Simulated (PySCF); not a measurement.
Coordinates in bohr (charge 0 multiplicity 2):
```
Bi    0.0000    0.0000    0.0000
Cl    4.7593    0.0000    0.0000
Cl    0.0000    4.7593    0.0000
Cl   -4.7593    0.0000    0.0000
Cl    0.0000   -4.7593    0.0000
```

Computed with UPBE0/[Bi def2-SVP with ECP60, Cl def2-SVP], scalar-relativistic core potentials, density fitting, no spin–orbit coupling, PySCF.

This geometry of BiCl₄ is a stationary point at this level.

Q: What is the point group?

A: D4h.

Q: Is it a minimum?

A: No: it has 2 imaginary modes, at 79i cm⁻¹ (a2u), 76i cm⁻¹ (b2u).

Q: List the harmonic modes with their infrared intensities.

A: 
| symmetry | ω (cm⁻¹) | IR (km/mol, summed over degenerate members) | type |
| --- | --- | --- | --- |
| a2u | 79i | – | bend |
| b2u | 76i | – | bend |
| eu | 104 | 8.4 | bend |
| b2g | 127 | 0.0 | bend |
| eu | 285 | 122 | stretch |
| b1g | 291 | 0.0 | stretch |
| a1g | 303 | 0.0 | stretch |

Q: What are the dipole moment and the gap between the highest occupied and lowest empty levels of either spin?

A: 0.00 D and 2.01 eV.

In D4h the vibrations span a2u + b2u + 2eu + b2g + b1g + a1g. The a1g, b1g, b2g, b2u modes carry no infrared intensity, as symmetry demands. With a centre of inversion only u modes can be infrared active and only g modes Raman active.

Other isomers or separated fragments may lie lower. At this level a doublet minimum of Td symmetry lies 118 kJ/mol below this structure. No spin–orbit coupling is included, which matters more the heavier the element.
